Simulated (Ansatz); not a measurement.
`CN([SiH3])CO` → `CNCO` + `[SiH2]`  (silylene loss)

Calculated with Ansatz (gas phase, PBE0-D4/def2-TZVP geometries, no zero-point term in ΔE). CCSD(T)/CBS adds triple-zeta CCSD(T) − MP2 to the extrapolated MP2 energy (def2 sets, frozen cores). This one scheme is used for every species. DFT in def2-TZVPP. HSE06 is defined as in plane-wave codes. Each species was taken in one conformer, which may not be the lowest.

`CN([SiH3])CO`:

```xyz
14

C     0.391    0.812   -1.219
N    -0.040    0.017   -0.085
Si   -1.182   -1.255   -0.287
C     0.822    0.086    1.056
O     0.815    1.352    1.672
H     0.587    1.841   -0.907
H    -0.389    0.836   -1.983
H     1.306    0.415   -1.680
H    -1.661   -1.643    1.065
H    -0.647   -2.480   -0.955
H    -2.301   -0.754   -1.127
H     0.525   -0.698    1.765
H     1.871   -0.080    0.781
H    -0.097    1.552    1.904
```

`CNCO`:

Cartesian coordinates in Å:
```
C -1.044 -0.975 -0.182
N -0.404 0.183 0.405
C 0.914 0.442 -0.113
O 1.390 1.673 0.348
H -2.025 -1.121 0.274
H -0.475 -1.912 -0.073
H -1.199 -0.804 -1.251
H -0.355 0.091 1.412
H 0.843 0.411 -1.211
H 1.670 -0.298 0.193
H 0.685 2.311 0.198
```

`[SiH2]`:

Z-matrix (Å, degrees):
```
Si
H 1 1.525
H 1 1.525 2 91.2
```

Problem. Is it downhill or uphill in electronic energy at CCSD(T)/CBS, and by how much? (An estimate is asked.)

Solution. Computed: Uphill: ΔE = +2.93 eV.

Problem. What do these levels give: BLYP-D4, r2SCAN-D4, B97M-V, B2PLYP, PBE, r2SCAN, PBE0, HSE06, CAM-B3LYP, MP2/def2-TZVPP, CCSD(T)/def2-TZVPP, HF/def2-QZVPP? (Estimate.)

Solution. The calculation gave: BLYP-D4 2.80, r2SCAN-D4 3.12, B97M-V 2.86, B2PLYP 2.88, PBE 2.80, r2SCAN 3.09, PBE0 2.91, HSE06 2.91, CAM-B3LYP 2.89, MP2/def2-TZVPP 3.12, CCSD(T)/def2-TZVPP 2.87, HF/def2-QZVPP 2.73 eV.

Largest T1 diagnostic among the species: 0.014.

In def2-TZVPP, CCSD(T) changes the Hartree–Fock value by +0.16 eV (the triples alone add +0.05 eV) and MP2 by +0.40 eV. From BLYP to BHLYP (50 % exact exchange), in def2-TZVPP and without D4, ΔE moves by +0.30 eV.
